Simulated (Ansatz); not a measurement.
Cost and result for the atomization energy of C2H7InO2S (`C[O][In]([SH])[O]C`) (13 atoms, 12 bonds).

Z-matrix (Å, degrees):
```
C
O 1 1.408
H 1 1.095 2 108.2
H 1 1.097 2 111.7 3 118.5
H 1 1.097 2 113.4 3 -119.6
In 2 1.970 1 121.5 3 158.9
O 6 1.977 2 114.6 1 -4.7
S 6 2.362 2 121.4 1 176.3
C 7 1.405 6 122.2 2 -177.8
H 8 1.345 6 92.0 2 -1.1
H 9 1.098 7 112.7 6 63.4
H 9 1.095 7 108.3 6 -177.8
H 9 1.098 7 112.9 6 -59.0
```

The species carries charge 0 and has multiplicity 1. Correlated methods include outer-core shells of In, which these sets cover unevenly. In: def2 effective core potential. The geometry is a stationary point of PBE0-D4/def2-TZVP. It is one conformer, not always the lowest. Program: Ansatz. All runs use 2 threads of an AMD EPYC 7R13 on a shared host and a share of an NVIDIA H100 80 GB. Times are those of one run each, without the atoms' runs, and a repeat can differ threefold. Electronic energies, without spin–orbit coupling; frozen cores. CCSD(T)/CBS adds CCSD(T) − MP2 in def2-TZVPP to the MP2 limit, and its time is that of the two runs behind it. T1 = 0.016. With those shells the extrapolation isn't a true limit. B3LYP takes the VWN-RPA correlation (the form of Gaussian; ORCA's B3LYP/G).

CCSD(T)/CBS is a level of theory with its own doubt, some kJ/mol a heavy atom from the limit and from the frozen cores, so smaller differences don't rank the functionals.

```tsv
level	functions	wall time
PBE0-D4/def2-TZVPP	314	2.2 s
PBE-D4/def2-TZVPP (with forces)	314	2.3 s
B3LYP-D4/def2-TZVPP (with forces)	314	2.4 s
B2PLYP/def2-TZVPP	314	2.9 s
r2SCAN-D4/def2-TZVPP (with forces)	314	3 s
ωB97X-V/def2-TZVPP	314	3.2 s
ωB97M-V/def2-TZVPP (with forces)	314	4.1 s
MP2/def2-QZVPP	590	4.8 s
CCSD(T)/def2-TZVPP	314	9 s
CCSD(T)/CBS(def2)	–	14 s
```

(1) What atomization energy does each give, and how far from CCSD(T)/CBS? (An estimate is asked.)

## Answers

(1) Ansatz gave: 
```csv
level,atomization (kJ/mol),difference from CCSD(T)/CBS,per bond
PBE0-D4/def2-TZVPP,4487.0,-40.5,-3.4
PBE-D4/def2-TZVPP (with forces),4594.8,67.3,5.6
B3LYP-D4/def2-TZVPP (with forces),4475.9,-51.6,-4.3
B2PLYP/def2-TZVPP,4439.2,-88.3,-7.4
r2SCAN-D4/def2-TZVPP (with forces),4516.5,-11.0,-0.9
ωB97X-V/def2-TZVPP,4521.7,-5.8,-0.5
ωB97M-V/def2-TZVPP (with forces),4514.3,-13.2,-1.1
MP2/def2-QZVPP,4549.2,21.7,1.8
CCSD(T)/def2-TZVPP,4390.7,-136.8,-11.4
CCSD(T)/CBS(def2),4527.5,0.0,0.0
```

From PBE to PBE0 (25 % exact exchange), in def2-TZVPP and without D4, the atomization energy moves by −104.2 kJ/mol: exact exchange takes away binding that semilocal exchange gives to molecules. The D4 term adds +41.8 kJ/mol with B3LYP and +22.5 kJ/mol with PBE0; it sums over pairs of atoms, weighted by their polarisabilities, and B3LYP, whose exchange is more repulsive, gets the larger term. In def2-TZVPP, CCSD(T) changes the Hartree–Fock value by +1255.7 kJ/mol (the triples alone add +80.9 kJ/mol) and MP2 by +1332.8 kJ/mol; breaking electron pairs costs correlation energy, which Hartree–Fock lacks.

Spin–orbit coupling would lower the free In atoms strongly, and the atomization energy with them, by more than many differences here.
